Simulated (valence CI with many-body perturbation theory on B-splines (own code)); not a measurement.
# Forbidden lines of Kr¹²⁺

Level of theory: configuration interaction combined with many-body perturbation theory (CI+MBPT): six valence electrons over a frozen Dirac-Fock core [Ar], a basis of 7 s, 7 p, 8 d, 6 f, 4 g, 1 h functions for each j, with the one-electron correlation potential Σ1 (screened to all orders), the two-electron term Σ2, the three-electron term Σ3, Breit, model QED; selected single and double excitations, second order for the rest, scaled by the run's own slope (own B-spline code, finite nucleus).

No measured levels were compared; by estimate terms of the open shell hold to 2 to 4 % of their energy, and close levels can change places. Core correlation moves these levels by up to 5800 cm⁻¹, and in measured spectra 5 to 20 % of such shifts remained as error; rates that hang on mixing are uncertain with them. Among the levels kept, up to 690 cm⁻¹ of a level comes from second order outside the variational space, and about a tenth of that is noise between levels of different J, which matters for small intervals. Only levels of the ground parity were solved; by the run's estimate the other parity begins above the list, which can be wrong where configurations are misplaced.

Lines 51 to 100 of 120 in falling wavelength, among levels below 268340 cm⁻¹, chosen from the decays that carry over 1 % of a level's rate. Wavelengths and rates use the calculated energies, so an error of 2000 cm⁻¹ moves a line at 2699 Å by 5.4 % and its rate by three times that or more. Electric multipoles are in the length gauge, E1 and E2 with the static RPA response of the core. S is in atomic units (e²a₀⁴ for E2 and M2, e²a₀⁶ for E3), for M1 in squared Bohr magnetons. Weak lines are less certain than strong ones. Lines between different terms over intervals too small for the method are left out, as are lines whose strength nearly cancels.

Names give the largest LS component (configuration and term), which can be under half, so a name can repeat, a term be missing and a line seem to break the LS rules; names also repeat where a configuration has a term twice. Letters in brackets count levels of one name in rising energy.

```csv
λ vac (Å),Upper,Lower,Type,A (s⁻¹),S (a.u.)
2699,3d6 1G_4 [a],3d6 3H_4 [a],M1,2.41e+00,1.58e-02
2604,3d6 1D_2 [a],3d6 3F_2 [a],M1,4.63e+01,1.51e-01
2583,3d6 1F_3,3d6 3G_3,M1,5.01e+00,2.24e-02
2581,3d6 3P_2 [a],3d6 5D_1,M1,2.64e+01,8.42e-02
2478,3d6 1D_2 [a],3d6 3F_3 [a],M1,6.61e+01,1.86e-01
2476,3d6 1F_3,3d6 3G_4,M1,1.71e+01,6.73e-02
2342,3d6 3P_0 [b],3d6 3D_1,M1,2.61e+01,1.24e-02
2285,3d6 3P_2 [a],3d6 5D_3,M1,1.61e+02,3.57e-01
2241,3d6 3H_4 [a],3d6 5D_3,M1,8.24e+00,3.09e-02
2138,3d6 3P_1 [b],3d6 3D_1,M1,2.16e+01,2.35e-02
2055,3d6 3P_1 [b],3d6 3D_2,M1,2.84e+00,2.74e-03
2026,3d6 1D_2 [a],3d6 3P_2 [a],M1,2.16e+01,3.33e-02
2012,3d6 3F_2 [a],3d6 5D_1,M1,1.15e+01,1.74e-02
2005,3d6 3F_3 [a],3d6 5D_2,M1,1.77e+01,3.70e-02
1986,3d6 3H_4 [a],3d6 5D_4,M1,6.64e+01,1.74e-01
1977,3d6 3F_4,3d6 3D_3,M1,2.54e+01,6.55e-02
1971,3d6 1F_3,3d6 3F_2 [a],M1,2.01e+00,4.01e-03
1950,3d6 3H_6,3d6 5D_4,E2,1.59e-04,5.23e-05
1930,3d6 3F_2 [a],3d6 5D_2,M1,3.03e+01,4.03e-02
1899,3d6 1F_3,3d6 3F_3 [a],M1,1.51e+00,2.68e-03
1897,3d6 3H_5,3d6 5D_4,M1,4.89e-01,1.36e-03
1895,3d6 3F_3 [a],3d6 5D_3,M1,6.31e+01,1.11e-01
1871,3d6 3H_4 [b],3d6 5D_3,M1,1.14e+01,2.50e-02
1868,3d6 3P_1 [a],3d6 5D_0,M1,4.93e+01,3.58e-02
1827,3d6 3F_2 [a],3d6 5D_3,M1,9.91e+00,1.12e-02
1794,3d6 3P_0 [a],3d6 5D_1,M1,2.22e+02,4.76e-02
1774,3d6 3P_1 [a],3d6 5D_2,M1,1.39e+02,8.60e-02
1709,3d6 3F_3 [a],3d6 5D_4,M1,1.79e+01,2.32e-02
1690,3d6 3H_4 [b],3d6 5D_4,M1,7.49e+01,1.21e-01
1658,3d6 3P_0 [b],3d6 3P_1 [a],M1,8.71e+01,1.47e-02
1644,3d6 1F_3,3d6 3H_4 [a],M1,1.52e+01,1.75e-02
1621,3d6 1F_3,3d6 3P_2 [a],M1,1.94e+00,2.15e-03
1594,3d6 3F_4,3d6 3G_4,M1,1.52e+01,2.06e-02
1590,3d6 3P_1 [b],3d6 3P_0 [a],M1,3.11e+00,1.39e-03
1567,3d6 3G_3,3d6 5D_2,M1,3.73e+00,3.72e-03
1537,3d6 3G_4,3d6 5D_3,M1,3.49e+00,4.22e-03
1499,3d6 3G_5,3d6 5D_4,M1,1.17e+00,1.60e-03
1498,3d6 3G_3,3d6 5D_3,M1,1.10e+01,9.58e-03
1496,3d6 3F_4,3d6 3G_5,M1,5.52e+01,6.17e-02
1429,3d6 3D_2,3d6 5D_1,M1,1.27e+01,6.84e-03
1412,3d6 3G_4,3d6 5D_4,M1,1.29e+01,1.21e-02
1406,3d6 3D_1,3d6 5D_0,M1,2.46e+01,7.61e-03
1391,3d6 3D_1,3d6 5D_1,M1,5.21e+01,1.56e-02
1387,3d6 3D_2,3d6 5D_2,M1,3.48e+01,1.72e-02
1380,3d6 3G_3,3d6 5D_4,M1,1.53e+00,1.04e-03
1352,3d6 3D_1,3d6 5D_2,M1,1.43e+01,3.94e-03
1345,3d6 3D_3,3d6 5D_2,M1,7.15e+00,4.51e-03
1344,3d6 3F_4,3d6 3H_4 [b],M1,1.41e+01,1.14e-02
1333,3d6 3D_2,3d6 5D_3,M1,2.09e+00,9.18e-04
1333,3d6 3F_4,3d6 3F_3 [a],M1,1.27e+01,1.00e-02
```
